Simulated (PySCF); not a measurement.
C4H5, SMILES C(#C)[CH]C, multiplicity 2. Geometry optimised at PBE-D3(BJ)/def2-SVP.

Question: Give the equilibrium geometry at PBE-D3(BJ)/def2-SVP (PySCF confirms it by a frequency run) as Cartesian coordinates in Å, and its point group. (The exact figures need the calculation; the answer reports its results.)

Answer: point group Cs.
```xyz
9

C     -0.2292    -1.9929     0.0000
C      0.1531    -0.8094     0.0000
C      0.5641     0.5064     0.0000
C     -0.3669     1.6789     0.0000
H     -0.5557    -3.0229     0.0000
H      1.6508     0.7067     0.0000
H     -0.1970     2.3278    -0.8885
H     -0.1970     2.3278     0.8885
H     -1.4272     1.3626     0.0000
```
Charge 0, spin multiplicity 2.
